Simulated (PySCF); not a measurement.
Successive ionisation energies of one element at GMP2 (screened spin-orbit), starting from the ion with 17 electrons. Calculated with PySCF 2.14, two-component X2C-1e (Gaussian nucleus, no Breit or QED terms), each ion in its own even-tempered basis; GMP2 freezes the deep shells of the larger ions and drops the highest virtual spinors; eV.

4245.6, 4358.0, 4463.2, 4765.2, 4882.5, 5110.2, 5220.2, 11686.0, 11970.9, 12281.7, 12573.6, 13679.3

Question: Which element is it?

Answer: Terbium (Tb, Z = 65); the list starts at Tb⁴⁸⁺. The hydrogenic estimate 13.606 eV × (q + 1)²/n² with q = 48 and n = 3 gives 3629.7 eV for the first entry, a lower bound because the other electrons screen the nucleus only in part.
